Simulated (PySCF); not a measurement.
ClH5SSi2, SMILES [SiH3]S[SiH2]Cl. Heavy atoms are numbered as in [SiH3:1][S:2][SiH2:3][Cl:4]. Hydrogens are named by the atom that carries them.

The structure is a stationary point at PBE0-D3(BJ)/def2-SVP. This is a generated structure with no PubChem entry under its InChIKey; it may be hypothetical. One conformer was computed; it need not be the lowest.

All values below come from PBE/pcSseg-1 (PySCF).

GIAO shieldings, no solvent; atoms alike by connectivity are averaged. δ = σ(ref) − σ: ²⁹Si against TMS (σ = 335.4 ppm); ³³S against H2S (σ = 706.5 ppm); ³⁵Cl against HCl (σ = 936.5 ppm); ¹H against TMS (σ = 31.49 ppm), references at their B3LYP-D3(BJ)/def2-TZVP geometries, non-relativistic (without spin–orbit terms, shifts of atoms bonded to Cl or Br come out too high).

Computed chemical shifts:
```csv
nucleus,atoms,count,δ (ppm)
²⁹Si,Si3 (SiH2),1,6.2
²⁹Si,Si1 (SiH3),1,-49.0
³³S,S2,1,-22.9
³⁵Cl,Cl4,1,40.9
¹H,H on Si3,2,6.17
¹H,H on Si1,3,5.11
```
